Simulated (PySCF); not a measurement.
C₇H₈N (doublet state).
Cartesian coordinates in Å at the GFN2-xTB level; atoms count from 1:
```
atom  x, y, z in Å
C1     2.9148    0.4941   -0.8570
C2     1.7343    0.3274   -0.7528
C3     0.3105    0.1170   -0.5821
C4    -0.2997    1.2028    0.3181
C5    -1.6252    0.7717    0.8690
N6    -2.1513   -0.4005    0.6631
C7    -1.4510   -1.3870    0.1711
C8     0.0305   -1.2744    0.0352
H9     3.9470    0.6436   -0.9675
H10   -0.1695    0.1557   -1.5684
H11    0.3711    1.3993    1.1644
H12   -0.3990    2.1428   -0.2321
H13   -2.1937    1.4755    1.4582
H14   -1.9824   -2.2668   -0.1526
H15    0.4359   -2.0680   -0.5921
H16    0.5202   -1.3242    1.0141
```

The hyperfine couplings belong to this conformer and change with its torsions.

The species is `C#C[C@@H]1C[CH]N=CC1` [radical].

Computed, not measured: PySCF 2.14.0, UKS B3LYP, pcH-1 on C H N, non-relativistic, mean-field spin-orbit, GIAO. Geometry: GFN2-xTB, one conformer, isolated molecule. Couplings are sensitive to structure, and on GFN2-xTB geometries they can be far from those on DFT ones. The SCF solution wasn't tested for stability.

(1) What is the g tensor, term by term?

(2) Average each term over the three axes. Which is largest in size?

(3) What are the electron Larmor frequencies g μB B/h along the three axes at 3350 mT?

(4) What effective moment and Curie constant follow for a powder?

(5) In a frozen sample, at which fields do the three g values resonate at 9.5, 34, 94 and 263 GHz (hyperfine left aside), and which band first spreads them over more than twice a line width of 0.5 mT?

## Answers

(1) 
```json
{"Δg (ppm)": "relativistic mass correction", "1": "-143", "2": "-143", "3": "-143"}
{"Δg (ppm)": "gauge correction", "1": "30", "2": "-3", "3": "10"}
{"Δg (ppm)": "orbital Zeeman/spin–orbit", "1": "8", "2": "156", "3": "171"}
{"Δg (ppm)": "total", "1": "-104", "2": "11", "3": "38"}
```

So g = 2.00221, 2.00233, 2.00236 and g_iso = 2.00230; the tensor is rhombic: the two nearest values differ by 19 % of g3 − g1. Axes: g1 points within 13° of the C5–N6 bond.

(2) The mass correction -143, the orbital-Zeeman/spin–orbit term 112 and the gauge correction 12 ppm, for a total of -18 ppm. The mass correction is the largest in size. The mass correction is the same along every axis, so the anisotropy comes from the other two: their spans along these axes are 33 (gauge) and 163 ppm (orbital Zeeman/spin–orbit).

(3) 93.8787, 93.8841, 93.8854 GHz for g1, g2 and g3, a range of 6.7 MHz.

(4) With the mean of g² = 4.0092 and S(S+1) = 0.75: μ_eff = √(⟨g²⟩S(S+1)) = 1.734 μB and χT = 0.12505·⟨g²⟩·S(S+1) = 0.376 cm³ K/mol (cgs; spin-Hamiltonian part alone).

(5) 
```tsv
band	GHz	B(g3) mT	B(g2) mT	B(g1) mT	spread mT
X	9.5	338.98	338.98	339.00	0.02
Q	34.0	1213.18	1213.20	1213.27	0.09
W	94.0	3354.09	3354.14	3354.33	0.24
J	263.0	9384.31	9384.44	9384.98	0.67
```

The spread grows in proportion to the frequency. It stays under 1.0 mT in all four.

Largest spin populations (Mulliken): C7 (+0.62), C5 (+0.59) and N6 (-0.15). The angles at C7 add up to 360.0°, so it is planar; its axial dipolar tensor and the negative coupling of its proton fit spin in a p orbital normal to that plane.

The HOMO–LUMO gaps are 5.41 eV among the α and 4.71 eV among the β orbitals.
